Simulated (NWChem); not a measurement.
Everything below was run with NWChem. System: CH5AlO2, charge 0, spin multiplicity 1, at a geometry optimised with B3LYP/def2-SVP. The structure started from a generated list of species. Level: TD-B3LYP/def2-SVP, VWN1-RPA local correlation.

The NWChem input:

```
start mol
memory heap 200 mb stack 900 mb global 1100 mb
geometry units angstroms nocenter noautoz noautosym
  Al     0.036578     0.035637     0.002833
  C     -1.433576    -1.223350    -0.134740
  H     -1.106712    -2.149283    -0.637933
  H     -2.280262    -0.808213    -0.703306
  H     -1.798439    -1.515858     0.864086
  O     -0.076257     1.529940    -0.815255
  H      0.560827     2.247516    -0.846880
  O      1.394960    -0.403400     0.938894
  H      2.200906     0.090342     1.106537
end
basis spherical
  * library def2-svp
end
dft
  xc b3lyp
  semidirect memsize 60000000 filesize 0
  iterations 100
end
tddft
  rpa
  nroots 8
  notriplet
  thresh 1e-4
end
task tddft energy
```

Output (cleaned and shortened):

```
             Northwest Computational Chemistry Package (NWChem) 7.3.0
             --------------------------------------------------------

                                NWChem Input Module
                                -------------------

 Scaling coordinates for geometry "geometry" by  1.889725989
 (inverse scale =  0.529177249)

                             Geometry "geometry" -> ""
                             -------------------------

 Output coordinates in angstroms (scale by  1.889725989 to convert to a.u.)

  No.       Tag          Charge          X              Y              Z
 ---- ---------------- ---------- -------------- -------------- --------------
    1 Al                  13.0000     0.03657800     0.03563700     0.00283300
    2 C                    6.0000    -1.43357600    -1.22335000    -0.13474000
    3 H                    1.0000    -1.10671200    -2.14928300    -0.63793300
    4 H                    1.0000    -2.28026200    -0.80821300    -0.70330600
    5 H                    1.0000    -1.79843900    -1.51585800     0.86408600
    6 O                    8.0000    -0.07625700     1.52994000    -0.81525500
    7 H                    1.0000     0.56082700     2.24751600    -0.84688000
    8 O                    8.0000     1.39496000    -0.40340000     0.93889400
    9 H                    1.0000     2.20090600     0.09034200     1.10653700

 Effective nuclear repulsion energy (a.u.)     157.3518601907

            Nuclear Dipole moment (a.u.)
            ----------------------------
        X                 Y               Z
 ---------------- ---------------- ----------------
     0.0000037795     0.0000094486     0.0000094486


 Summary of "ao basis" -> "" (spherical)
 ------------------------------------------------------------------------------
       Tag                 Description            Shells   Functions and Types
 ---------------- ------------------------------  ------  ---------------------
 *                          def2-svp                  on all atoms

                                 NWChem DFT Module
                                 -----------------
[...]
          sigma_h =   1.7102 Angstrom
         |d_h->e| =   1.0622 Angstrom
            d_exc =   2.8217 Angstrom
            d_CD1 =   1.4659 Angstrom
            d_CD2 =  -0.8498 Angstrom
            d_CD3 =   3.8839 Angstrom
     Pearson C.C. =   0.0774

     Occ.   16  a   ---  Virt.   22  a   -0.14805 X
     Occ.   17  a   ---  Virt.   21  a    0.42730 X
     Occ.   18  a   ---  Virt.   22  a   -0.06971 X
     Occ.   19  a   ---  Virt.   22  a    0.88197 X
     Occ.   19  a   ---  Virt.   26  a   -0.05403 X
  ----------------------------------------------------------------------------
  Root   7 singlet a              0.299429869 a.u.                8.1479 eV
  ----------------------------------------------------------------------------
     Transition Moments    X -0.56474   Y -0.33076   Z -0.13947
     Transition Moments   XX -0.37557  XY -0.95988  XZ  0.12371
     Transition Moments   YY  0.73370  YZ -0.71021  ZZ  0.75139
     Dipole Oscillator Strength                    0.0893879801
     Electric Quadrupole                           0.0000002656
     Magnetic Dipole                               0.0000000192
     Total Oscillator Strength                     0.0893882649

          sigma_e =   2.3292 Angstrom
          sigma_h =   1.7444 Angstrom
         |d_h->e| =   0.2753 Angstrom
            d_exc =   2.7455 Angstrom
            d_CD1 =   0.8601 Angstrom
            d_CD2 =  -1.7615 Angstrom
            d_CD3 =   3.0208 Angstrom
     Pearson C.C. =   0.1238

     Occ.   16  a   ---  Virt.   21  a    0.91114 X
     Occ.   16  a   ---  Virt.   24  a    0.05344 X
     Occ.   17  a   ---  Virt.   22  a   -0.26844 X
     Occ.   18  a   ---  Virt.   21  a   -0.06983 X
     Occ.   18  a   ---  Virt.   23  a    0.15589 X
     Occ.   18  a   ---  Virt.   24  a   -0.07439 X
     Occ.   19  a   ---  Virt.   21  a    0.10342 X
     Occ.   20  a   ---  Virt.   22  a    0.20717 X
  ----------------------------------------------------------------------------
  Root   8 singlet a              0.300085648 a.u.                8.1657 eV
  ----------------------------------------------------------------------------
     Transition Moments    X -0.21315   Y  0.53387   Z -0.38262
     Transition Moments   XX -1.28650  XY  0.56269  XZ -0.96250
     Transition Moments   YY  1.35125  YZ -0.38569  ZZ -0.30293
     Dipole Oscillator Strength                    0.0953965860
     Electric Quadrupole                           0.0000004560
     Magnetic Dipole                               0.0000001933
     Total Oscillator Strength                     0.0953972353

          sigma_e =   2.1394 Angstrom
          sigma_h =   1.7159 Angstrom
         |d_h->e| =   0.8798 Angstrom
            d_exc =   2.8218 Angstrom
            d_CD1 =   1.3032 Angstrom
            d_CD2 =  -1.0479 Angstrom
            d_CD3 =   3.7015 Angstrom
     Pearson C.C. =   0.0454

     Occ.   15  a   ---  Virt.   21  a    0.05545 X
     Occ.   16  a   ---  Virt.   21  a   -0.21480 X
     Occ.   16  a   ---  Virt.   23  a   -0.08108 X
     Occ.   16  a   ---  Virt.   28  a    0.05528 X
     Occ.   18  a   ---  Virt.   21  a   -0.28164 X
     Occ.   18  a   ---  Virt.   23  a    0.06392 X
     Occ.   18  a   ---  Virt.   24  a    0.15394 X
     Occ.   18  a   ---  Virt.   25  a    0.09976 X
     Occ.   18  a   ---  Virt.   29  a    0.06505 X
     Occ.   18  a   ---  Virt.   30  a    0.09332 X
     Occ.   19  a   ---  Virt.   23  a   -0.05460 X
     Occ.   19  a   ---  Virt.   24  a    0.05838 X
     Occ.   20  a   ---  Virt.   22  a    0.88823 X

              Target root =      1
          Target symmetry = none
      Ground state energy =   -433.909136281542
        Excitation energy =      0.250624400674
     Excited state energy =   -433.658511880868

  stored tddft:energy   -433.65851188086782

 Task  times  cpu:       64.5s     wall:       64.5s

 Total times  cpu:       64.5s     wall:       64.5s
```
